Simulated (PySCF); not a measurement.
AgCl, SMILES [Cl][Ag], multiplicity 1. Atoms are numbered in the order given.

```xyz
2

Ag     0.0000     0.0000    -0.6079
Cl     0.0000     0.0000     1.6806
```

The structure is a stationary point at PBE0-D3(BJ)/def2-TZVPD. The multiplicity is an assumed one; other spin states were not compared. The def2 effective core potentials stand for the cores of Ag; spin–orbit coupling is left out.

Computed with PBE/def2-TZVPD run with PySCF.

Mulliken values depend strongly on the basis, most of all with diffuse functions as here. ESP charges are fitted to the potential on shells at 1.4 to 2.0 van der Waals radii. Atomic charges (e):

```csv
atom,ESP fit,Mulliken
Ag1,[?],0.32
Cl2,[?],-0.32
```

**Question.** What belongs in the gaps? (The exact figures need the calculation; the answer reports its results.)

**Answer.** 
- Ag1, ESP fit: 0.46
- Cl2, ESP fit: -0.46
